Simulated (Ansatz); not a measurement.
The same path of C₂H₅SSi (9 atoms, charge 1, multiplicity 1) was run 3 times with different band settings. Lost on the way: Si4–H9. Made: C3–H9.

Method: RKS PBE0-D4/def2-SVP in Ansatz 0.2.0.

Relaxed end points:

```xyz
9
Properties=species:S:1:pos:R:3
C -0.244 0.918 -1.277
S 0.692 -0.481 -0.606
C 0.243 -0.675 0.994
Si 0.664 -0.823 2.579
H 0.180 1.817 -0.812
H -1.309 0.808 -1.041
H -0.060 0.925 -2.361
H 0.047 -1.505 -1.241
H -0.213 -0.983 3.765
```

```xyz
9
Properties=species:S:1:pos:R:3
C -0.268 0.833 -1.014
S 0.660 -0.558 -0.325
C 0.293 -0.642 1.360
Si 1.451 -0.735 2.668
H 0.196 1.744 -0.613
H -1.326 0.770 -0.729
H -0.143 0.795 -2.106
H -0.084 -1.565 -0.866
H -0.779 -0.643 1.625
```

Common settings: movable images 9; start path through a guess of the saddle point; force threshold 0.05 eV/Å; iteration limit 60; end points relaxed.

| run | climbing image | spring | optimiser |
| --- | --- | --- | --- |
| 1 | yes | 5.0 eV/Å² | quadratic models (default) |
| 2 | from the first iteration | 5.0 eV/Å² | fire |
| 3 | yes | 0.5 eV/Å² | quadratic models (default) |

Question: What does each run give, and how far can it be trusted?

Answer: Run 1: converged after 7 iterations, highest image 0.150 eV above the first end. A vibrational analysis at the climbing image gives one clearly imaginary mode, 441i cm⁻¹: a first-order saddle point.
Run 2: converged after 60 iterations, highest image 0.150 eV above the first end. Another band between the same ends (9 images) ends at a top of the same energy, where a vibrational analysis finds 1 clearly imaginary mode.
Run 3: converged after 9 iterations, highest image 0.150 eV above the first end. Another band between the same ends (9 images) ends at a top of the same energy, where a vibrational analysis finds 1 clearly imaginary mode.
The orbitals stay closed-shell, which can raise the energy where a bond breaks towards radicals; this wasn't checked here.
